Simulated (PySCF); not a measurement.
Isomers of C7H13Al, from PBE0-D3(BJ)/def2-SVP geometry optimisation, gas phase in PySCF. One conformer each, no zero-point energy, no frequencies.

Task: Which isomer lies lowest at this level?
A. `[CH2:1]=[C:2]([CH3:3])[Al:4]1[CH2:5][CH2:6][CH2:7][CH2:8]1` with C1–C2–Al4–C5 2°, C2–Al4–C5–C6 -167°, Al4–C5–C6–C7 -36°, C5–C6–C7–C8 52°, C6–C7–C8–Al4 -36°: A = 3425, B = 969.0, C = 780.5 MHz, dipole 0.70 D
B. `[CH2:1]=[CH:2][CH2:3][C@H:4]1[CH2:5][CH2:6][CH2:7][AlH:8]1` with C1–C2–C3–C4 -80°, C2–C3–C4–C5 -89°, C3–C4–C5–C6 73°, C4–C5–C6–C7 49°, C5–C6–C7–Al8 -34°, C6–C7–Al8–C4 11°: A = 2416, B = 1623, C = 1331 MHz, dipole 1.75 D
C. `[CH2:1]=[C:2]([CH3:3])[C@H:4]1[CH2:5][CH2:6][CH2:7][AlH:8]1` with C1–C2–C4–C5 -22°, C2–C4–C5–C6 157°, C4–C5–C6–C7 -56°, C5–C6–C7–Al8 38°, C6–C7–Al8–C4 -14°: A = 2964, B = 1165, C = 996.8 MHz, dipole 0.98 D

Result: A. That is `C1C[CH2][Al]([CH2]1)[C](=C)C`, 3.7 kcal/mol below the next.

```tsv
SMILES	mapped SMILES	E (Eh)	relative (kcal/mol)	relative (kJ/mol)	dipole (D)
C=[C](C)[Al]1[CH2]CC[CH2]1	[CH2:1]=[C:2]([CH3:3])[Al:4]1[CH2:5][CH2:6][CH2:7][CH2:8]1	-516.27175	0.0	0.0	0.70
C=C(C)[C@H]1CC[CH2][AlH]1	[CH2:1]=[C:2]([CH3:3])[C@H:4]1[CH2:5][CH2:6][CH2:7][AlH:8]1	-516.26584	3.7	15.5	0.98
C=CC[C@H]1CC[CH2][AlH]1	[CH2:1]=[CH:2][CH2:3][C@H:4]1[CH2:5][CH2:6][CH2:7][AlH:8]1	-516.26318	5.4	22.5	1.75
```
